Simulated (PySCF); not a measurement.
Species: BF3.
Bonds: F1–B2, B2–F3, B2–F4.

Method: PBE0-D3(BJ)/def2-SVP geometry optimisation, gas phase (PySCF); density fitting, grid level 1; the optimiser is geomeTRIC in internal coordinates, started from a GFN2-xTB structure with every atom displaced at random (about 0.01 Å).

Geometry at step 4:
```
atom  x, y, z in Å
F1     -1.0375   -0.7176    0.6905
B2      0.0368   -0.0728    0.3110
F3      1.2282   -0.4808    0.6642
F4     -0.0685    0.9763   -0.4672
```

**Question.** Give the atomic forces at this geometry.

**Answer.** 
```tsv
atom	Fx (eV/Å)	Fy (eV/Å)	Fz (eV/Å)
F1	0.019	-0.035	0.094
B2	0.049	0.035	-0.290
F3	0.019	-0.091	0.171
F4	-0.087	0.092	0.026
```

The largest, 0.30 eV/Å, acts on B2; the rms over all components is 0.113 eV/Å. The forces sum to zero within rounding, as they must for an isolated molecule in no field.

**Question.** Give the force on B2 in Eh/bohr and in nN.

**Answer.** 0.297 eV/Å ÷ 51.422 = 0.00577 Eh/bohr, and 0.297 eV/Å × 1.602 = 0.48 nN.

**Question.** How far is this geometry from the end of the optimisation?

**Answer.** 0.007 eV above it, and 0.009 Å rms away after alignment. The bonds farthest from their final lengths, with half the difference of the two atoms' forces along the bond (positive lengthens):

| bond | now (Å) | final (Å) | force along bond (eV/Å) |
| --- | --- | --- | --- |
| B2–F3 | 1.308 | 1.309 | +0.07 |

The angle farthest from its final value is F3–B2–F4, 118.9° against 119.9°.

The cost below is that of the whole optimisation. On one thread, Arm Neoverse V2 (aarch64), no GPU, on a shared host, this took 7.4 s and 0.28 GiB of memory at its peak.
